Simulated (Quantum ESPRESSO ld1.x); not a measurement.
N, configuration [He] 2s1 2p4 (not the ground configuration). All-electron calculation, Dirac Kohn-Sham, LDA (Slater exchange, Perdew-Zunger correlation), spin-unpolarised, spherical densities, point nucleus; open shells fill j = l - 1/2 first. Program: ld1.x of Quantum ESPRESSO 7.5.

Normalised radial functions P(r) = r R(r) (large component), r in bohr:

r,2s1/2
0.02305,0.1593
0.02838,0.1887
0.03523,0.2228
0.04337,0.2583
0.05383,0.2964
0.06628,0.3321
0.0816,0.3630
0.1013,0.3847
0.1247,0.3889
0.1548,0.3675
0.1905,0.3137
0.2365,0.2155
0.2912,0.0768
0.3613,-0.1098
0.4449,-0.3179
0.5522,-0.5391
0.6798,-0.7250
0.8437,-0.8540
1.039,-0.8907
1.289,-0.8311
1.587,-0.6966
1.97,-0.5137
2.426,-0.3367
3.01,-0.1861
3.707,-0.0881
4.6,-0.0326
5.664,-0.0097

2s1/2: eigenvalue -18.863 eV, 1 radial node at r = 0.320 bohr, <r> = 1.33 bohr, 90 % of the charge inside 2.13 bohr.
